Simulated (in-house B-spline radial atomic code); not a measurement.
Radial electron density of Tc IV (Tc3+), [Ar] 3d10 4s2 4p5 4d4 5p1. Level of theory: scalar-relativistic (X2C) r2SCAN0, spin-polarised, spherical fractional occupations, exact exchange averaged over the configuration, Fermi nucleus of rms radius 4.41117 fm; calculated with a radial B-spline atomic code at the basis-set limit.

One-electron X2C: radii and densities carry no picture-change correction, so inner-shell <1/r> comes out high (for 1s by about 2 % at Z = 33, 5 % at 54, 10 % at 75, 30 % at 118) and <r> low.

Columns: r (bohr), 4πr²n(r) (electrons per bohr), bar.

```
 0.00109    1.449 #
 0.00135    2.066 #
 0.00166    2.896 ##
 0.00206    4.098 ###
 0.00255    5.733 ####
 0.00315    7.925 #####
  0.0039    10.87 #######
 0.00482    14.67 ##########
 0.00596    19.46 #############
 0.00737    25.28 #################
 0.00912    31.99 #####################
  0.0113    39.21 ##########################
  0.0139    45.91 ##############################
  0.0172    51.46 ##################################
  0.0213    54.51 ####################################
  0.0264    54.28 ####################################
  0.0326    51.24 ##################################
  0.0404    47.35 ###############################
  0.0499    46.01 ##############################
  0.0617    49.85 #################################
  0.0764    58.38 #######################################
  0.0944    66.25 ############################################
   0.117    66.69 ############################################
   0.144    57.97 ######################################
   0.179     46.3 ###############################
   0.221    42.79 ############################
   0.273    48.39 ################################
   0.338    52.23 ##################################
   0.418    44.06 #############################
   0.517    27.78 ##################
    0.64    15.35 ##########
   0.791    11.95 ########
   0.978    12.16 ########
    1.21    10.23 #######
     1.5    6.268 ####
    1.85    3.038 ##
    2.29    1.372 #
    2.83   0.7079 
     3.5   0.3492 
    4.33   0.1204 
    5.36  0.02349 
    6.63 0.002273 
     8.2 9.372e-05 
    10.1 1.532e-06
```

On this grid the curve has 4 maxima, near 0.0213, 0.117, 0.338, 0.978 bohr.

The 4p up radial function P(r) = rR(r), positive near the nucleus:

```csv
r (bohr),P
0.00166,0.00151
0.00255,0.003178
0.0039,0.006684
0.00596,0.014
0.00912,0.02903
0.0139,0.05816
0.0213,0.1119
0.0326,0.1979
0.0499,0.3044
0.0764,0.3645
0.117,0.2394
0.179,-0.1527
0.273,-0.5397
0.418,-0.3358
0.64,0.5132
0.978,1.071
1.5,0.7337
2.29,0.2026
3.5,0.01849
```
